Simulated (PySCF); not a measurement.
A structure optimised at PBE-D3(BJ)/def2-SVP, used in a PySCF frequency run:

```
P
O 1 1.5086
O 1 1.6505 2 114.05
H 3 0.9795 1 109.96 2 -156.60
O 1 1.6726 2 117.18 3 -113.28
H 5 0.9790 1 110.01 2 -49.89
```
Charge 0, spin multiplicity 2.

### Question
Write its SMILES and formula.

### Answer
O=[P](O)O, H2O3P

### Question
What are its rotational constants (standard atomic weights)?

### Answer
8.3276, 7.3016, 4.2233 GHz
